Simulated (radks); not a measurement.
The numbers below are computed, except where a source is named.
Problem. Ionisation of neutral ytterbium, [Xe] 4f14 6s2, to Yb+, [Xe] 4f14 6s1, under several functionals. Scalar-relativistic Kohn-Sham, spin-polarised, spherical densities, point nucleus; open shells are filled with parallel spins first (spin-orbit coupling, left out, can overturn this in heavy ions); a radial shooting solver on a logarithmic mesh with Libxc functionals. The NIST Atomic Spectra Database gives 6.254 eV (measured). Rank these functionals by the error of their Delta-SCF ionisation energy: LDA (Slater exchange, Perdew-Zunger correlation); exchange-only PBE; XLYP; B86b exchange with PBE correlation; revPBE; exchange-only LDA.

Solution. From best to worst: revPBE 6.240 eV (-0.014); B86b exchange with PBE correlation 6.345 eV (+0.091); XLYP 6.424 eV (+0.170); LDA (Slater exchange, Perdew-Zunger correlation) 6.575 eV (+0.321); exchange-only PBE 5.731 eV (-0.524); exchange-only LDA 5.484 eV (-0.770).
